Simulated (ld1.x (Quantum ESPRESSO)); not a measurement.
Configuration tests for As (TM)

| Property | Result |
| --- | --- |
| Element | As |
| Generator | ld1.x (Quantum ESPRESSO) 7.5 |
| Type | norm-conserving Troullier–Martins (Kleinman–Bylander form) |
| Functional | LDA (PZ) |
| Relativity | non-relativistic |
| Frozen core | [Ar] |
| Valence charge | 15 |
| Reference configuration | 3d10 4s1.5 4p3.5 |
| Partial waves | 4s (bound): rc 1.50 bohr; 4p (bound): rc 1.90 bohr; 3d (bound): rc 0.80 bohr |
| Local potential | all-electron potential smoothed inside 1.05 bohr (lloc = -1) |
| Core correction | Bessel-smoothed model core inside 0.55 bohr |

Energies are relative to the spin-unpolarised reference configuration 3d10 4s1.5 4p3.5; without spin polarisation the order of configurations can differ from experiment. Spin-polarised rows fill each open shell by Hund’s rule, majority spin first. The frozen-core shift is the all-electron ΔE with the core orbitals held at their reference shape minus the fully relaxed ΔE.

```tsv
valence configuration	charge	ΔE all-electron (eV)	error AE − PS (meV)	frozen-core shift (meV)
3d10 4s2 4p3	0	-4.464	-0.1	+0.1
3d10 4s2 4p2	+1	4.888	+0.8	0.0
3d10 4s2 4p1	+2	23.052	+5.9	+0.5
3d10 4s2 4p2.5	+0.5	-0.812	-0.4	0.0
3d10 4s1 4p4	0	4.520	-0.1	+0.1
3d10 4s2 4p0	+3	51.059	-0.4	+3.5
3d10 4s1 4p0	+4	101.399	-5.1	+17
```

**Question.** What are ΔE and the potential's error for 3d10 4s2 4p3 (spin-polarised)?

**Answer.** ΔE = -5.785 eV all-electron; the error (AE − PS) is +11 meV.

**Question.** What are ΔE and the potential's error for 3d10 4s1.5 4p3.5 (spin-polarised)?

**Answer.** ΔE = -1.379 eV all-electron; the error (AE − PS) is +13 meV.

Levels in the configuration 3d10 4s2 4p3 (spin-polarised):

| level | all-electron (eV) | pseudo (eV) |
| --- | --- | --- |
| 3d up | -41.790 | -41.779 |
| 4s up | -14.854 | -14.864 |
| 4p up | -5.965 | -5.972 |
| 3d down | -41.508 | -41.553 |
| 4s down | -12.934 | -12.923 |

Note: ghost state, extra bound levels that the all-electron valence spectrum of the same l lacks: s at -84.7 eV. A true bound ghost makes a file unfit for plane-wave use.
